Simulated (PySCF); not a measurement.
Correlation energy of Mn(2+) (manganese, charge +2)

[Ar] 3d4 4s1, high-spin 6D determinant (an excited configuration). All numbers are calculated (PySCF 2.14, no relativity, point nucleus, in def2-TZVPPD (6s6p4d2f1g, 67 functions)). Frozen: [Ar]; 5 electrons correlated.

MP2 pair energies summed by pair of shells (mhartree):

```csv
pair,energy,share (%)
3d-3d,-38.51,78.1
3d-4s,-10.79,21.9
```

Total MP2 correlation energy: -49.30 mhartree.

Same-spin part -49.30 and opposite-spin part 0.00 mhartree; SCS-MP2 scales them by 1/3 and 6/5 to -16.43 mhartree.
